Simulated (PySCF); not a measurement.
Group charges in `C=CC(=C)C[SiH2][SiH2][SiH3]`

Species: C5H14Si3.
Numbering: `[CH2:1]=[CH:2][C:3](=[CH2:4])[CH2:5][SiH2:6][SiH2:7][SiH3:8]` (hydrogens: H9, H10 on C1; H11 on C2; H12, H13 on C4; H14, H15 on C5; H16, H17 on Si6; H18, H19 on Si7; H20, H21, H22 on Si8)

Structure used (PBE0-D3(BJ)/def2-SVP), in Å, numbered top down from 1:
```xyz
22
C5H14Si3 angstrom
C     -1.5665   -0.6547   -2.0478
C     -1.2593    0.5285   -1.4979
C     -1.2308    0.8361   -0.0653
C     -0.8557    2.0654    0.3373
C     -1.5562   -0.2471    0.9207
Si    -0.1381   -1.5050    1.1359
Si     1.9277   -0.4226    0.8934
Si     2.4207    0.1859   -1.3183
H     -1.8394   -1.5266   -1.4479
H     -1.5521   -0.7898   -3.1317
H     -0.9948    1.3618   -2.1578
H     -0.8156    2.3342    1.3959
H     -0.5762    2.8346   -0.3873
H     -2.4767   -0.7862    0.6409
H     -1.7315    0.1931    1.9143
H     -0.2199   -2.6215    0.1421
H     -0.2394   -2.1194    2.4987
H      2.9986   -1.3751    1.3377
H      1.9955    0.7818    1.7821
H      1.6598    1.3958   -1.7491
H      2.1089   -0.9454   -2.2452
H      3.8828    0.4916   -1.4272
```

Atomic charges (e) from the PBE0/pcSseg-1 density (PySCF):

```json
{"atom": "C1", "Mulliken": "-0.1420", "IAO": "-0.3092", "Hirshfeld": "-0.0886", "ESP-fitted": "-0.4322"}
{"atom": "C2", "Mulliken": "-0.1406", "IAO": "-0.1401", "Hirshfeld": "-0.0408", "ESP-fitted": "-0.1280"}
{"atom": "C3", "Mulliken": "-0.3737", "IAO": "+0.0194", "Hirshfeld": "+0.0075", "ESP-fitted": "+0.1721"}
{"atom": "C4", "Mulliken": "-0.0621", "IAO": "-0.3227", "Hirshfeld": "-0.0968", "ESP-fitted": "-0.5755"}
{"atom": "C5", "Mulliken": "-0.4133", "IAO": "-0.5253", "Hirshfeld": "-0.1514", "ESP-fitted": "-0.3756"}
{"atom": "Si6", "Mulliken": "+0.3389", "IAO": "+0.4661", "Hirshfeld": "+0.2434", "ESP-fitted": "+0.3106"}
{"atom": "Si7", "Mulliken": "-0.0172", "IAO": "+0.1248", "Hirshfeld": "+0.1331", "ESP-fitted": "+0.1153"}
{"atom": "Si8", "Mulliken": "+0.2258", "IAO": "+0.2925", "Hirshfeld": "+0.2008", "ESP-fitted": "+0.2214"}
{"atom": "H9", "Mulliken": "+0.1307", "IAO": "+0.1429", "Hirshfeld": "+0.0427", "ESP-fitted": "+0.1999"}
{"atom": "H10", "Mulliken": "+0.1294", "IAO": "+0.1560", "Hirshfeld": "+0.0516", "ESP-fitted": "+0.1840"}
{"atom": "H11", "Mulliken": "+0.1016", "IAO": "+0.1458", "Hirshfeld": "+0.0474", "ESP-fitted": "+0.1540"}
{"atom": "H12", "Mulliken": "+0.1135", "IAO": "+0.1458", "Hirshfeld": "+0.0463", "ESP-fitted": "+0.2233"}
{"atom": "H13", "Mulliken": "+0.1170", "IAO": "+0.1464", "Hirshfeld": "+0.0459", "ESP-fitted": "+0.2096"}
{"atom": "H14", "Mulliken": "+0.1689", "IAO": "+0.1549", "Hirshfeld": "+0.0444", "ESP-fitted": "+0.1425"}
{"atom": "H15", "Mulliken": "+0.1569", "IAO": "+0.1565", "Hirshfeld": "+0.0472", "ESP-fitted": "+0.1432"}
{"atom": "H16", "Mulliken": "-0.0478", "IAO": "-0.1055", "Hirshfeld": "-0.0779", "ESP-fitted": "-0.0987"}
{"atom": "H17", "Mulliken": "-0.0454", "IAO": "-0.1006", "Hirshfeld": "-0.0787", "ESP-fitted": "-0.1020"}
{"atom": "H18", "Mulliken": "-0.0264", "IAO": "-0.0817", "Hirshfeld": "-0.0761", "ESP-fitted": "-0.0788"}
{"atom": "H19", "Mulliken": "-0.0278", "IAO": "-0.0807", "Hirshfeld": "-0.0747", "ESP-fitted": "-0.0602"}
{"atom": "H20", "Mulliken": "-0.0744", "IAO": "-0.0974", "Hirshfeld": "-0.0738", "ESP-fitted": "-0.0714"}
{"atom": "H21", "Mulliken": "-0.0562", "IAO": "-0.0933", "Hirshfeld": "-0.0752", "ESP-fitted": "-0.0718"}
{"atom": "H22", "Mulliken": "-0.0557", "IAO": "-0.0948", "Hirshfeld": "-0.0763", "ESP-fitted": "-0.0818"}
```

Q: Cut each of the bonds C1–C2, C2–C3, C3–C5, C4–C3, Si6–C5, Si7–Si6 and Si8–Si7 in turn and sum the charges on the side of the atom named first.

A: In e; the other side holds the opposite charge:

```
bond cut  piece  atoms  Mulliken     IAO  Hirshfeld  ESP-fitted
   C1–C2    CH2      3    +0.118  -0.010     +0.006      -0.048
   C2–C3   C2H3      5    +0.079  -0.005     +0.012      -0.022
   C3–C5   C4H5      9    -0.126  -0.016     +0.015      +0.007
   C4–C3    CH2      3    +0.168  -0.030     -0.005      -0.143
  Si6–C5  Si3H7     10    +0.214  +0.229     +0.045      +0.083
 Si7–Si6  Si2H5      7    -0.032  -0.031     -0.042      -0.027
 Si8–Si7   SiH3      4    +0.040  +0.007     -0.025      -0.004
```

Extremes among these pieces. Mulliken: lowest C4H5 at C3, highest Si3H7 at Si6; IAO: lowest Si2H5 at Si7, highest Si3H7 at Si6; Hirshfeld: lowest Si2H5 at Si7, highest Si3H7 at Si6; ESP-fitted: lowest CH2 at C4, highest Si3H7 at Si6.

Q: Do the schemes agree better on the pieces than on the single atoms at the cuts?

A: The spread between schemes averages 0.141 e for the pieces and 0.281 e for the atoms named first; it is smaller for the piece at 6 of the 7 cuts. On average they agree better on the pieces. The sign differs between schemes (beyond ±0.03 e) for CH2 at C1 and CH2 at C4.

Geometry: PBE0-D3(BJ)/def2-SVP, one conformer, isolated molecule.
